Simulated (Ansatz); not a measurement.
C6H15N, charge +1, doublet, geometry from GFN2-xTB (a state made from the parent by changing its charge; the spin is typed, not shown lowest); MP2/STO-3G (Ansatz, a program for electronic structure).

Input for Ansatz:
Ansatz 0.2 input:
```yaml
crystal:
  periodic: [false, false, false]
  atoms:
    - {symbol: C, position_ang: [-1.80130501, 1.80164007, -0.21755686]}
    - {symbol: C, position_ang: [-0.37807909, 1.45575164, -0.61154771]}
    - {symbol: N, position_ang: [0.17188018, 0.25369209, -0.08105402]}
    - {symbol: C, position_ang: [-0.46969837, -0.49782927, 0.93582021]}
    - {symbol: C, position_ang: [-1.17405420, -1.75169144, 0.37252662]}
    - {symbol: C, position_ang: [1.36671176, -0.24045159, -0.68704506]}
    - {symbol: C, position_ang: [2.36503637, -0.89364577, 0.26457200]}
    - {symbol: H, position_ang: [-1.88986674, 2.05490821, 0.83671901]}
    - {symbol: H, position_ang: [-2.11004005, 2.67593324, -0.78474123]}
    - {symbol: H, position_ang: [-2.49009737, 0.99254479, -0.44616199]}
    - {symbol: H, position_ang: [-0.29958589, 1.41507651, -1.70811778]}
    - {symbol: H, position_ang: [0.28091422, 2.28943310, -0.31260215]}
    - {symbol: H, position_ang: [0.27604111, -0.83450141, 1.66167980]}
    - {symbol: H, position_ang: [-1.20779993, 0.12177877, 1.44268188]}
    - {symbol: H, position_ang: [-0.45562756, -2.43376419, -0.07230423]}
    - {symbol: H, position_ang: [-1.91117249, -1.47416436, -0.37547853]}
    - {symbol: H, position_ang: [-1.67932295, -2.26079944, 1.18732880]}
    - {symbol: H, position_ang: [1.08945335, -0.99206157, -1.44513313]}
    - {symbol: H, position_ang: [1.84863727, 0.58095424, -1.22485663]}
    - {symbol: H, position_ang: [2.01253166, -1.84303755, 0.65607984]}
    - {symbol: H, position_ang: [3.28531844, -1.08488057, -0.28018911]}
    - {symbol: H, position_ang: [2.59578693, -0.22590631, 1.09185867]}
basis:
  gaussian:
    orbitals: STO-3G
total_charge: 1
magnetization: {spin_polarized: true, initial_magnetization: 1}
correlation: {method: mp2}
```

Problem. What does Ansatz print? Leave out banner, timings and long lists.

Solution. 
```
Functional definition: HF
713 factors; integrals over basis functions are off by at most 4.8e-5 eV
mean field evaluation 1: about -7800.5077 eV, gradient 1.4e1 eV
mean field evaluation 2: about -7801.0204 eV, gradient 1.3e1 eV
mean field evaluation 4: about -7802.9248 eV, gradient 1.7e0 eV
mean field evaluation 8: about -7802.9826 eV, gradient 4.0e-4 eV
mean field -7802.98257485 eV, -286.7543205741 hartree, gradient 2.7e-6 eV, S^2 0.764984; 0 other end points of the search recorded, 0 dependent functions left out
7 core orbitals not correlated
reference -7802.98257485 eV, -286.7543205741 hartree; 22, 21 occupied and 21, 22 virtual orbitals, 713 factors
second order -9.46972128 eV of doubles, -0.00000000 eV of singles
Total energy: -7812.45229613 eV, -287.1023264124 hartree
```
